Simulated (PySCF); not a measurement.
H$_{6}$Ge$_{2}$Mg (SMILES [GeH3][Mg][GeH3]), singlet, at a GFN2-xTB geometry (such geometries of metal compounds can be far from the true shape), with bond 8-6 at 2.4 times its length; CASCI(4,3)+NEVPT2/STO-3G run with PySCF.

Here is a job for PySCF.
```python
from pyscf import gto, scf, mcscf, mrpt
import numpy

mol = gto.Mole()
mol.atom = '''
    Mg   -0.474289    0.636515   -0.538061
    Ge    1.831936    0.143717   -1.236919
    H     2.016717   -1.380029   -1.279481
    H     2.795073    0.470410   -2.365671
    H     2.813424    0.393230   -0.084577
    Ge   -1.716549   -0.298527    1.367828
    H    -1.565378   -1.826462    1.349937
    H     0.124194    0.236141    4.511357
    H    -3.111185   -0.265680    1.969788
'''
mol.basis = 'sto-3g'
mol.charge = 0
mol.spin = 0
mol.verbose = 4
mol.build()

mf = scf.RHF(mol)
mf.kernel()
mc = mcscf.CASCI(mf, 3, 4)
mc.fix_spin_(ss=0.0)
mc.kernel()
occ = numpy.linalg.eigvalsh(mc.fcisolver.make_rdm1(mc.ci, mc.ncas, mc.nelecas))[::-1]
ss = mc.fcisolver.spin_square(mc.ci, mc.ncas, mc.nelecas)[0]
print('natural occupations', occ.round(4), ' <S^2>', round(ss, 4))
e2 = mrpt.NEVPT(mc).kernel()
print('E(NEVPT2) = %.10f' % (mc.e_tot + e2))
```

It wrote (shortened):

```
PySCF version 2.14.0

[INPUT] verbose = 4
[INPUT] num. atoms = 9
[INPUT] num. electrons = 82
[INPUT] charge = 0
[INPUT] spin (= nelec alpha-beta = 2S) = 0
[INPUT] symmetry False subgroup None
[INPUT] Mole.unit = angstrom
[INPUT] Symbol           X                Y                Z      unit          X                Y                Z       unit  Magmom
[...]
nuclear repulsion = 379.369337321243
number of shells = 27
number of NR pGTOs = 153
number of NR cGTOs = 51
basis = sto-3g
ecp = {}

******** <class 'pyscf.scf.hf.RHF'> ********
method = RHF
initial guess = minao
damping factor = 0
level_shift factor = 0
DIIS = <class 'pyscf.scf.diis.CDIIS'>
diis_start_cycle = 1
diis_space = 8
diis_damp = 0
SCF conv_tol = 1e-09
SCF conv_tol_grad = None
SCF max_cycles = 50
direct_scf = True
direct_scf_tol = 1e-13
Set gradient conv threshold to 3.16228e-05
Initial guess from minao.
init E= -4298.02027181669
[...]
cycle= 1 E= -4303.29535703811  delta_E= -5.28  |g|= 0.65  |ddm|= 3.42
[...]
cycle= 2 E= -4303.62680671267  delta_E= -0.331  |g|= 0.325  |ddm|= 3.22
[...]
cycle= 3 E= -4303.7838599737  delta_E= -0.157  |g|= 0.164  |ddm|=  2.1
[...]
cycle= 4 E= -4303.80724124532  delta_E= -0.0234  |g|= 0.0358  |ddm|= 0.574
[...]
cycle= 5 E= -4303.80845931553  delta_E= -0.00122  |g|= 0.00636  |ddm|= 0.111
[...]
cycle= 6 E= -4303.80850053214  delta_E= -4.12e-05  |g|= 0.00281  |ddm|= 0.0268
[...]
cycle= 7 E= -4303.80850802823  delta_E= -7.5e-06  |g|= 0.000319  |ddm|= 0.00842
[...]
cycle= 8 E= -4303.80850812156  delta_E= -9.33e-08  |g|= 0.000233  |ddm|= 0.00141
[...]
cycle= 9 E= -4303.80850817003  delta_E= -4.85e-08  |g|= 4.74e-05  |ddm|= 0.000583
[...]
cycle= 10 E= -4303.80850817214  delta_E= -2.11e-09  |g|= 1.2e-05  |ddm|= 0.000181
[...]
cycle= 11 E= -4303.80850817229  delta_E= -1.56e-10  |g|= 1.01e-06  |ddm|= 3.78e-05
[...]
Extra cycle  E= -4303.80850817228  delta_E= 1.27e-11  |g|= 5.35e-07  |ddm|= 2.56e-06
converged SCF energy = -4303.80850817228

******** <class 'pyscf.mcscf.casci.CASCI'> ********
CAS (2e+2e, 3o), ncore = 39, nvir = 9
natorb = False
canonicalization = True
sorting_mo_energy = False
******** <class 'pyscf.fci.addons.SpinPenaltyFCISolver'> ********
max. cycles = 200
conv_tol = 1e-08
davidson only = True
linear dependence = 1e-12
level shift = 0.001
max iter space = 12
nroots = 1
pspace_size = 400
spin = None
Density matrix diagonal elements [1.99794551 1.13350639 0.8685481 ]
CASCI converged
CASCI E = -4303.98175132276  E(CI) = -2.14166894113623  S^2 = 0.0000000
[...]
0 Mg 3py        -0.01441   0.02656  -0.02690
0 Mg 3pz         0.12172   0.02719  -0.06350
1 Ge 1s          0.00025  -0.00002   0.00004
1 Ge 2s         -0.00130   0.00019  -0.00029
1 Ge 3s         -0.00030  -0.00013   0.00018
1 Ge 4s         -0.29026   0.03485  -0.05052
1 Ge 2px         0.00069  -0.00005   0.00008
1 Ge 2py        -0.00032   0.00002  -0.00003
1 Ge 2pz         0.00000   0.00000  -0.00000
1 Ge 3px        -0.01120   0.00092  -0.00142
1 Ge 3py         0.00512  -0.00027   0.00056
1 Ge 3pz        -0.00003  -0.00005   0.00005
1 Ge 4px         0.61211  -0.03832   0.05848
1 Ge 4py        -0.28019   0.01570  -0.02840
1 Ge 4pz         0.00342   0.00912  -0.01382
1 Ge 3dxy       -0.00802   0.00080  -0.00065
1 Ge 3dyz       -0.00071  -0.00029   0.00009
1 Ge 3dz^2      -0.00642   0.00002   0.00024
1 Ge 3dxz       -0.01225   0.00027  -0.00156
1 Ge 3dx2-y2     0.01900   0.00447  -0.00508
2 H 1s           0.19520   0.00337   0.00173
3 H 1s           0.10886  -0.00696   0.00909
4 H 1s           0.18405  -0.01313   0.02388
5 Ge 1s         -0.00022  -0.00013   0.00018
5 Ge 2s          0.00119   0.00083  -0.00106
5 Ge 3s          0.00005  -0.00020   0.00017
5 Ge 4s          0.25520   0.13450  -0.17339
5 Ge 2px         0.00026   0.00048  -0.00052
5 Ge 2py         0.00035   0.00019  -0.00024
5 Ge 2pz        -0.00031   0.00073  -0.00072
5 Ge 3px        -0.00428  -0.00786   0.00851
5 Ge 3py        -0.00574  -0.00324   0.00400
5 Ge 3pz         0.00514  -0.01161   0.01143
5 Ge 4px         0.21378   0.34659  -0.36351
5 Ge 4py         0.30382   0.13728  -0.16279
5 Ge 4pz        -0.25937   0.53848  -0.51737
5 Ge 3dxy       -0.00398   0.00131  -0.00215
5 Ge 3dyz        0.00228  -0.00300   0.00335
5 Ge 3dz^2      -0.02172  -0.00260  -0.00174
5 Ge 3dxz       -0.01973  -0.01186   0.00881
5 Ge 3dx2-y2     0.00142   0.00288  -0.00326
6 H 1s          -0.14966  -0.04674   0.02982
7 H 1s           0.00160   0.71553   0.69613
8 H 1s          -0.14406  -0.06866   0.05126
<CAS-nat-orb|mo-hf>  40     40       0.99883016
<CAS-nat-orb|mo-hf>  41     41       0.99122723
<CAS-nat-orb|mo-hf>  42     42       0.99221589
Sr    (-1)',   E = -0.00297099206652
Si    (+1)',   E = -0.00067641299597
Sijrs (0)  ,   E = -0.07539385254731
Sijr  (+1) ,   E = -0.00186251499411
Srsi  (-1) ,   E = -0.01563179189856
Srs   (-2) ,   E = -0.00392725752780
Sij   (+2) ,   E = -0.00000713656260
Sir   (0)' ,   E = -0.00297347261826
Nevpt2 Energy = -0.103443431211126
E(NEVPT2) = -4304.0851947540
```
